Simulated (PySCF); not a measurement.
In(H)(OH)(OEt) (C₂H₇InO₂), SMILES [InH]([OH])[O]CC.

The structure is a stationary point at r2SCAN-D4/def2-SVP. The structure was generated by enumeration; whether it is a known compound was not checked. The def2 effective core potentials stand for the cores of In; spin–orbit coupling is left out. The values are those of a single conformer.

These are M06-2X/def2-TZVP run with PySCF values and carry that method's errors.

Isolated molecule, no solvent.

```yaml
total_energy: -420.94601 hartree
highest_occupied_level: -8.89 eV
lowest_empty_level: -0.78 eV
orbital_gap: 8.12 eV
dipole_moment: 2.42 D
quadrupole, principal values (traceless, Buckingham form, about the centre of nuclear charge): -8.81, 2.66, 6.15 D·Å
mean_static_polarisability: 65.4 bohr³ (9.69 Å³)
polarisability_principal_values: 52.8, 63.7, 79.7 bohr³
```
